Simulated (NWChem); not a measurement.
System: CH₃F₂NSi₂; SMILES F[Si]1(F)N=C[SiH2]1

NWChem input:

```
start job
memory heap 200 mb stack 900 mb global 1100 mb
geometry units angstroms noautoz
  F     -0.215445    -1.595991     1.280084
  Si    -0.031275    -0.645609     0.000000
  F     -0.215445    -1.595991    -1.280084
  N      1.532726     0.207090     0.000000
  C      1.129703     1.438276     0.000000
  Si    -0.807779     1.542122     0.000000
  H      1.871800     2.247865     0.000000
  H     -1.423179     2.145220    -1.214284
  H     -1.423179     2.145220     1.214284
end
basis spherical
  * library def2-svp
end
dft
  xc xwpbe 0.80 cpbe96 1.0 hfexch 1.00
  cam 0.2 cam_alpha 0.2 cam_beta 0.8
  iterations 150
  mulliken
end
task dft energy
```

Excerpt of the output:

```
             Northwest Computational Chemistry Package (NWChem) 7.3.0
             --------------------------------------------------------

 CS  symmetry detected

                             Geometry "geometry" -> ""
                             -------------------------

 Output coordinates in angstroms (scale by  1.889725989 to convert to a.u.)

  No.       Tag          Charge          X              Y              Z
 ---- ---------------- ---------- -------------- -------------- --------------
    1 F                    9.0000    -0.21873886    -1.60469105     1.28008400
    2 Si                  14.0000    -0.04129932    -0.65302948     0.00000000
    3 F                    9.0000    -0.21873886    -1.60469105    -1.28008400
    4 N                    7.0000     1.51662797     0.21071659     0.00000000
    5 C                    6.0000     1.10490196     1.43901957     0.00000000
    6 Si                  14.0000    -0.83326644     1.52915142     0.00000000
    7 H                    1.0000     1.84125092     2.25384011     0.00000000
    8 H                    1.0000    -1.45291915     2.12787913    -1.21428400
    9 H                    1.0000    -1.45291915     2.12787913     1.21428400

 Effective nuclear repulsion energy (a.u.)     365.1607842630

      Symmetry information
      --------------------

 Group name             Cs
 Group number              2
 Group order               2
 No. of unique centers     7

  pbe96 is a nonlocal functional; adding pw91lda local functional.

                                 NWChem DFT Module
                                 -----------------

 Summary of "ao basis" -> "ao basis" (spherical)
 ------------------------------------------------------------------------------
       Tag                 Description            Shells   Functions and Types
 ---------------- ------------------------------  ------  ---------------------
 F                          def2-svp                 6       14   3s2p1d
 Si                         def2-svp                 8       18   4s3p1d
 N                          def2-svp                 6       14   3s2p1d
 C                          def2-svp                 6       14   3s2p1d
 H                          def2-svp                 3        5   2s1p

      Symmetry analysis of basis
      --------------------------

        a'         69
        a"         38

            General Information
            -------------------
          SCF calculation type: DFT
          Wavefunction type:  closed shell.
          No. of atoms     :     9
          No. of electrons :    62
           Alpha electrons :    31
            Beta electrons :    31
          Charge           :     0
          Spin multiplicity:     1
          Use of symmetry is: on ; symmetry adaption is: on
          Maximum number of iterations: 150
          AO basis - number of functions:   107
                     number of shells:    49
          Convergence on energy requested:  1.00D-06
          Convergence on density requested:  1.00D-05
          Convergence on gradient requested:  5.00D-04

              XC Information
              --------------
                     Hartree-Fock (Exact) Exchange  1.000
                     LC-wPBE(h)Exchange Functional  0.800
            Perdew 1991 LDA Correlation Functional  1.000 local
           PerdewBurkeErnz. Correlation Functional  1.000 non-local

           Range-Separation Parameters
           ---------------------------
           Alpha           :  0.20
           Beta            :  0.80
           Gamma           :  0.20
           Short-Range HF  :     F

             Grid Information
             ----------------
          Grid used for XC integration:  medium
          Radial quadrature: Mura-Knowles
          Angular quadrature: Lebedev.
          Tag              B.-S. Rad. Rad. Pts. Rad. Cut. Ang. Pts.
          ---              ---------- --------- --------- ---------
          F                   0.50       49          12.0       434
          Si                  1.10       88          10.0       590
          N                   0.65       49          10.0       434
          C                   0.70       49           9.0       434
          H                   0.35       45          11.0       434
          Grid pruning is: on
          Number of quadrature shells:   413
          Spatial weights used:  Erf1

      Superposition of Atomic Density Guess
      -------------------------------------

 Sum of atomic energies:        -869.42894055

      Non-variational initial energy
      ------------------------------

 Total energy =    -871.444378
 1-e energy   =   -1932.284798
 2-e energy   =     695.679636
 HOMO         =      -0.270451
 LUMO         =      -0.051266

      Symmetry analysis of molecular orbitals - initial
      -------------------------------------------------

  Numbering of irreducible representations:

     1 a'          2 a"

  Orbital symmetries:

     1 a'          2 a'          3 a'          4 a"          5 a'
     6 a'          7 a'          8 a'          9 a'         10 a"
    11 a'         12 a'         13 a"         14 a'         15 a'
    16 a"         17 a'         18 a'         19 a'         20 a'
    21 a"         22 a'         23 a'         24 a"         25 a"
    26 a'         27 a'         28 a"         29 a"         30 a'
    31 a'         32 a"         33 a'         34 a"         35 a'
    36 a'         37 a'         38 a'         39 a'         40 a"
    41 a'

     ---------------------------------------------
      Total Density - Mulliken Population Analysis
     ---------------------------------------------

[...]
```

Level: LRC-wPBEh/def2-SVP. Coordinates come from a B3LYP/6-31G* (spherical d) optimisation.
